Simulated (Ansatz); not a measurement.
Reaction (cleavage of the Al–B bond): `O[B](F)[AlH][F]` + `C[SeH]` → `C[Se][AlH][F]` + `OBF`

Gas-phase electronic energies from Ansatz, PBE0-D4/def2-TZVP geometries. CCSD(T)/CBS is the MP2 limit (def2-TZVPP, def2-QZVPP) plus CCSD(T) − MP2 in def2-TZVPP, frozen cores. This one scheme is used for every species. Functionals use def2-TZVPP. For Se outer-core shells are correlated without core-valence functions, which leaves a few kJ/mol of doubt a bond. Scalar relativity is left out up to krypton. One conformer a species, not always the lowest.

```tsv
species	r2SCAN energy (Eh)
`O[B](F)[AlH][F]`	-543.54359
`C[SeH]`	-2442.03650
`C[Se][AlH][F]`	-2784.41677
`OBF`	-201.22143
```

Question: Work out ΔE.

Answer: ΔE = (-2784.41677) + (-201.22143) − (-543.54359) − (-2442.03650) = -0.05811 Eh = -152.6 kJ/mol. CCSD(T)/CBS gives -154.0 kJ/mol.

Largest T1 diagnostic among the species: 0.014.

From r2SCAN to r2SCAN0 (25 % exact exchange), in def2-TZVPP and without D4, ΔE moves by −3.5 kJ/mol. Leaving LDA and LC-ωPBE aside and taking each functional with its dispersion term where it has one, the values, not all of them listed here, spread over 16.6 kJ/mol, from r2SCAN0-D4 to revPBE-D4.
